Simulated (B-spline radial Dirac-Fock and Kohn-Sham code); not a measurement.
Gd 3p3/2: cross section and angular parameters

System: the Gd atom in the configuration [Xe] 4f7 5d1 6s2; threshold 1544.0 eV (tabulated edge). Method: Dirac-Hartree-Slater photoionisation with a Latter tail; cross sections with all multipoles, angular parameters from the dipole term and its interference with E2. Computed with a radial atomic solver.

For linearly polarised light dσ/dΩ = σ/(4π) [1 + β P₂(cos θ) + (δ + γ cos²θ) sin θ cos φ], with θ from the polarisation vector and φ the angle between the beam and the projection of the electron momentum on the plane normal to the polarisation.

```
hν (eV)  σ (kb)      β       γ      δ
   3130    59.7  1.612  -0.041  0.007
   3630    44.6  1.646  -0.029  0.008
   4000    36.6  1.659   0.007  0.009
   4130    34.3  1.662   0.023  0.010
   4220    32.7  1.664   0.035  0.010
   4720    25.7  1.669   0.112  0.012
 5414.7    18.9  1.666   0.235  0.015
   6000    14.9  1.658   0.343  0.018
 8047.8       ?      ?       ?      ?
   9950    4.33  1.575   1.019  0.037
  11300    3.10  1.543   1.213  0.045
  12400    2.42  1.517   1.357  0.052
```

Problem. Give the values at Cu Kα (8047.8 eV).

Solution. σ = 7.40 kb, β = 1.619, γ = 0.710, δ = 0.027.
